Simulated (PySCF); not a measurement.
# Computed vibrations of CeF3(H2O)

CeF3(H2O) (singlet in the valence; each metal's 4f electrons, 1 of them, lie in its core potential, out of spins and levels). PySCF 2.14.0, RKS PBE0, Ce lcecp-1-SVP with ECP47, F def2-SVP, O def2-SVP, H def2-SVP; non-relativistic Hamiltonian with scalar-relativistic core potentials where named; density fitting; no spin-orbit coupling. Central differences of gradients.

```xyz
7

Ce    0.0673   -0.0658    0.0658
F     1.1270    1.4213    1.1570
F    -1.3789   -1.1655    1.1655
F     1.1270   -1.1570   -1.4213
O    -1.4084    1.4244   -1.4244
H    -1.7445    2.3043   -1.2128
H    -1.7445    1.2128   -2.3043
```

Run from Python with OMP_NUM_THREADS=2. Where DIIS fails, smearing, a level shift and second-order steps follow.
It took 2.7 min on 2 threads of Arm Neoverse V1, on a shared host.

(1) What are the harmonic wavenumbers and infrared intensities?

(2) Is this a minimum?

An lcecp potential fixes the number of 4f electrons, so in runs with it no electron can move into or out of that shell.

Answers

(1) Modes are labelled in Cs; negative numbers are unstable modes, those under 60 cm⁻¹ near the noise; a finer grid moves soft modes by up to 10 cm⁻¹.
```csv
cm⁻¹,km/mol,symmetry
31,2.1,a''
46,10.8,a'
70,0.7,a''
83,60.1,a'
118,9.8,a'
128,12.5,a''
266,263.5,a'
274,15.5,a'
426,40.0,a''
537,180.2,a'
538,213.4,a''
543,39.8,a'
1628,80.3,a'
3854,113.7,a'
3946,175.8,a''
```

(2) Yes, within the noise of the softest modes. Ideal gas at 298.15 K and 1 bar: S = 427.1 J/(mol K), Cp = 117.6 J/(mol K), H − H(0 K) = 26.9 kJ/mol (rigid rotor, harmonic modes, spin degeneracy alone, that of the 4f electrons in the core included; the modes under 60 cm⁻¹ make these uncertain).
